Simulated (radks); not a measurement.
Coulomb parameter of the 4f shell of the holmium ion Ho2+ in the model configuration [Xe] 4f9.5 6s1.5, as a second difference U = [E(n + 0.5) + E(n - 0.5) - 2 E(n)] / (0.5)^2 with all orbitals relaxed. "Bare": the charge of the atom changes with n. "Screened": the 6s shell takes up the change at fixed total charge, which measures U(4f,4f) + U(6s,6s) - 2 U(4f,6s). Method: scalar-relativistic Kohn-Sham, PBE, spin-unpolarised, spherical densities, finite nucleus; Fermi nuclear charge, rms radius 5.2022 fm; computed with a radial shooting solver on a logarithmic mesh with Libxc functionals.

case              configuration  E - E(n) (eV)
start          [Xe] 4f9.5 6s1.5          0.000
bare +0.5       [Xe] 4f10 6s1.5        -13.305
bare -0.5        [Xe] 4f9 6s1.5         18.051
screened +0.5     [Xe] 4f10 6s1         -5.710
screened -0.5      [Xe] 4f9 6s2          7.797

U(bare) = 18.986 eV, U(screened by 6s) = 8.349 eV, against the Slater integral F0(4f,4f) = 32.990 eV with frozen orbitals.
